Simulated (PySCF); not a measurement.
SMILES CO[SiH](O)O, B3LYP/def2-SVP optimised geometry.

```
11

Si    -0.68     0.35     0.00
O     -1.32     1.88     0.00
O      0.99     0.35     0.00
O     -1.29    -0.31    -1.39
C     -0.99    -1.59    -1.90
H     -1.03    -0.42     1.21
H     -1.20     2.39     0.81
H      1.41     0.84    -0.72
H     -1.43    -1.68    -2.90
H     -1.41    -2.39    -1.27
H      0.10    -1.76    -1.98
```

Density from B3LYP/def2-TZVP run with PySCF at that geometry.

Minimum of the electron density along straight lines between bonded atoms, close to the bond critical point (lines longer than 1.1 times the sum of covalent radii, or with two minima, are not listed):

```
bond    length / Å  ρ at the minimum / e bohr⁻³  ∇²ρ there / e bohr⁻⁵  position (fraction from the first atom)
------  ----------  ---------------------------  --------------------  ---------------------------------------
Si1–O2       1.656                        0.138                  0.78                                     0.41
Si1–O3       1.663                        0.135                  0.75                                     0.41
Si1–O4       1.651                        0.138                  0.79                                     0.41
O4–C5        1.408                        0.257                 -0.53                                     0.65
Si1–H6       1.481                        0.127                  0.12                                     0.49
O2–H7        0.964                        0.353                 -2.36                                     0.80
O3–H8        0.966                        0.351                 -2.35                                     0.80
C5–H9        1.101                        0.281                 -0.98                                     0.65
C5–H10       1.106                        0.277                 -0.96                                     0.65
C5–H11       1.106                        0.278                 -0.96                                     0.65
```
